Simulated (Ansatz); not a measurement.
`C[SiH2][SiH2]O` → `C[SiH2]O` + `[SiH2]` at 700 K and 1 bar (silylene formation by 1,1-elimination).

Calculated with Ansatz (gas phase, PBE0-D4/def2-TZVP geometries, no zero-point term in ΔE). CBS: MP2 limit from def2 TZ/QZ plus the TZ coupled-cluster correction, frozen cores. This one scheme is used for every species. One conformer a species, not always the lowest.

```csv
species,CCSD(T)/CBS energy (Eh),H − E (kJ/mol),S (J/(mol·K))
`C[SiH2][SiH2]O`,-696.24339,311.1,494.2
`C[SiH2]O`,-405.96945,239.4,390.4
`[SiH2]`,-290.19011,56.3,240.4
```

H − E and S are ideal-gas, rigid-rotor, harmonic terms from PBE0-D4/def2-TZVP, for one conformer and one mirror image of each species. 1 Eh = 2625.50 kJ/mol, R = 8.31446 J/(mol·K).

Problem. By hand: ΔE, ΔH, ΔS and ΔG.

Solution. ΔE = (-405.96945) + (-290.19011) − (-696.24339) = 0.08383 Eh = 220.1 kJ/mol. Δ(H − E) = 239.4 + 56.3 − 311.1 = -15.4, so ΔH = 204.7 kJ/mol. ΔS = 390.4 + 240.4 − 494.2 = 136.6 J/(mol·K). ΔG = 204.7 − 700 × (136.6)/1000 = 109.1 kJ/mol.

Problem. By hand: the equilibrium constant, and the temperature at which ΔG would vanish if ΔH and ΔS stayed fixed.

Solution. log₁₀ K = −ΔG/(RT ln 10) = -8.1. ΔG = 0 at ΔH/ΔS = 1499 K.

The number of gas molecules changes by +1, which sets the sign of ΔS. A doubt of 5 kJ/mol in ΔE shifts log₁₀ K by 0.4 here. Other conformers and mirror images would add mixing entropy, several J/(mol·K) or more a flexible species. Modes under 60 cm⁻¹, often nearly free rotors, make the harmonic entropy too high. These are equilibria of isolated gas molecules and say nothing of rates. Largest T1 diagnostic: 0.014 (customary marks: 0.02 for closed shells, 0.045 for open ones).
